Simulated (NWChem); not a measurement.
Molecule: SiH₂S, singlet; SMILES [SiH]S

Program: NWChem. Pople sets run with spherical d functions. Low-valent species are run as closed-shell singlets; no triplet was tried in these runs. Coordinates come from a PBE-D3(BJ)/def2-SVP optimisation. Static field.

Question: Predict the results for LDA (Slater exchange, VWN5)/6-31+G*. Quantities: isotropic polarisability (bohr³); anisotropy (bohr³).

Answer: 
```yaml
isotropic polarisability (bohr³): 50.3
anisotropy (bohr³): 34.2
```
